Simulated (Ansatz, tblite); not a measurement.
Cost and result up the ladder for mer-CoF3(H2O)3 (CoO₃F₃H₆) (13 atoms). Charge 0, multiplicity 1. Geometry: r2SCAN-D4/def2-SVP.

```xyz
13

Co    0.031   -0.177    0.051
F    -1.446   -1.188   -0.159
F     1.406    1.051    0.219
F     1.116   -1.576   -0.155
O    -1.028    1.455    0.315
H    -1.505    1.677   -0.500
H    -0.213    2.008    0.337
O    -0.184   -0.766    1.866
H     0.514   -1.453    1.819
H    -0.996   -1.252    1.560
O     0.386    0.202   -1.815
H     0.733   -0.688   -2.026
H     1.187    0.705   -1.512
```

Ansatz on 4 threads of Intel Xeon Platinum 8488C on a shared host; xTB runs through tblite on one thread. Times are rough, summed over both states, and most runs start from the orbitals of an earlier one. PBE0-D4/def2-TZVP serves as the yardstick here, not as an exact answer. The other state is a doublet.

The xTB rows come from tblite. The order of the spin states hangs on the level: the quintet lies 0.40 eV below the singlet at PBE0-D4/def2-TZVP, but 0.14 eV above it at PBE-D4/def2-TZVP.

Raw xTB energies of ions are shifted by several eV.

| level | functions | wall time | vertical IE (eV) | difference from PBE0-D4/def2-TZVP (eV) |
| --- | --- | --- | --- | --- |
| GFN2-xTB | 39 | 0.017 s | 13.65 | 3.44 |
| GFN1-xTB | 45 | 0.024 s | 15.49 | 5.28 |
| PBE-D4/def2-TZVP (with forces) | 267 | 11 s | 9.05 | -1.16 |
| r2SCAN-D4/def2-TZVP | 267 | 18 s | 9.48 | -0.73 |
| PBE0-D4/def2-TZVP (with forces) | 267 | 50 s | 10.21 | 0.00 |
